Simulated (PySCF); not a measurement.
# Shapes and spin states of MoBr₂

These are results of PySCF, B3LYP, basis Mo def2-TZVP with ECP28, Br def2-TZVP (scalar-relativistic core potentials, no spin–orbit coupling, density fitting), not measurements.

Relaxations began from a few typed shapes and spin states; open shells are unrestricted. The search is not exhaustive: other isomers or separated fragments can lie lower, and high-lying points may rest on an excited occupation.

Task: Which is the lowest minimum found?
A. quintet C2v: Mo–Br 2.429 Å (×2); Br–Mo–Br 132.2°
B. singlet (closed shell, unstable to spin polarisation) C2v: Mo–Br 2.367 Å (×2); Br–Mo–Br 142.4°
C. broken-symmetry Ms = 1 (⟨S²⟩ 2.93) D∞h: Mo–Br 2.426 Å (×2); Br–Mo–Br 180.0°
D. singlet (closed shell, unstable to spin polarisation) D∞h: Mo–Br 2.374 Å (×2); Br–Mo–Br 180.0°
E. broken-symmetry Ms = 1 (⟨S²⟩ 2.94) C2v: Mo–Br 2.410 Å (×2); Br–Mo–Br 134.0°
F. triplet C2v: Mo–Br 2.373 Å (×2); Br–Mo–Br 150.5°
G. quintet D∞h: Mo–Br 2.447 Å (×2); Br–Mo–Br 180.0°

Result: A. The others lie at 10.6 (quintet D∞h, a saddle point), 77.9 (broken-symmetry Ms = 1 C2v), 87.3 (broken-symmetry Ms = 1 D∞h, a saddle point), 99.5 (triplet C2v), 180.4 (singlet C2v), 185.2 (singlet D∞h, a saddle point) kJ/mol above it.

Formally Mo is in oxidation state +2, d4, with 4 unpaired electrons (the high-spin count). The Mulliken spin on Mo is 3.98. The polar-tensor charge on Mo, 1.08, is far below the formal one.

For the lowest minimum: other spin states or occupations of the open shell can lie lower.

The electron or spin density has lower symmetry than the nuclear frame for the quintet D∞h at 10.6 kJ/mol, broken-symmetry Ms = 1 (⟨S²⟩ 2.94) C2v at 77.9 kJ/mol, broken-symmetry Ms = 1 (⟨S²⟩ 2.93) D∞h at 87.3 kJ/mol.
